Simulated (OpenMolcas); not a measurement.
## neutral indium: the spin-orbit constant, thermal populations, worked from levels

```json
{"Program": "OpenMolcas 26.06", "Basis": "ANO-RCC [10s9p8d5f3g]", "Scalar Hamiltonian": "DKH2, point nucleus", "Active space": "3 electrons in 9 orbitals (RAS2 5s 5p; RAS3 5d, at most 2 electrons)", "State averaging": "2S+1 = 4 odd, 1 root (0 in the spin-orbit step); 2S+1 = 2 odd, 3 roots; 2S+1 = 4 even, 3 roots; 2S+1 = 2 even, 5 roots", "Spin-orbit coupling": "state interaction with AMFI integrals over the reference wave functions, term energies averaged over their components"}
```

Methods: RASSCF; SS-RASPT2, IPEA 0.25 Eh, imaginary shift 0.1 Eh (closed shells correlated: 4d). Measured levels: NIST Handbook of Basic Atomic Spectroscopic Data.

**The spin-orbit constant.** For the Hund term ²P° of p1, E(J) = (A/2) J(J+1) + constant and ζ = 2S·A = A. From J = 1/2 to J = 3/2 the energy changes by 1.5 A.

| Source | E(3/2) - E(1/2) | A | ζ |
| --- | --- | --- | --- |
| RASSCF | 2173.8 | 1449.2 | 1449 |
| SS-RASPT2 | 2173.8 | 1449.2 | 1449 |
| measured | 2212.6 | 1475.1 | 1475 |

All in cm-1. SS-RASPT2 is off by -1.8 % and RASSCF by -1.8 %. Both methods take the spin-orbit matrix elements from the reference wave functions, so the second can move ζ only through the term energies and any multistate remixing.

**Thermal populations.** Z = Σ (2J + 1) exp(-E/kT) with k = 0.695035 cm-1/K, over the levels below. No other level of either list lies under 24300 cm-1, which is above 7 kT at each temperature.

```
         Level  2J + 1  SS-RASPT2  measured
5s² 5p ²P°_1/2       2        0.0       0.0
5s² 5p ²P°_3/2       4       2170      2213
```

| T (K) | Z, SS-RASPT2 | Z, measured levels | Ground level (%), SS-RASPT2 | Ground level (%), measured levels |
| --- | --- | --- | --- | --- |
| 2000 | 2.840 | 2.814 | 70.4 | 71.1 |
| 3000 | 3.413 | 3.384 | 58.6 | 59.1 |
| 5000 | 4.142 | 4.116 | 48.3 | 48.6 |

At 5000 K, kT = 3475 cm-1, and the computed levels give Z = 2.000 + 2.142 = 4.142.

Some high roots are left out of the spin-orbit mixing, which shifts the levels that they would mix with. The run also gave levels led by 5s² 5d, which use shells meant for correlation; these and all levels above them are left out. Without dynamic correlation excited terms often stand tens of per cent too high (terms of higher spin than the ground term too low), and those without a measured partner can miss by more than the paired ones (holds for RASSCF). Computed and measured levels are paired by configuration, term and J; levels that our copy of the source lacks, or whose pairing is in doubt (as where it misses far off the trend of its configuration), stay unpaired and out of the deviations. Levels of configurations outside the active space are missing.

° marks odd parity.
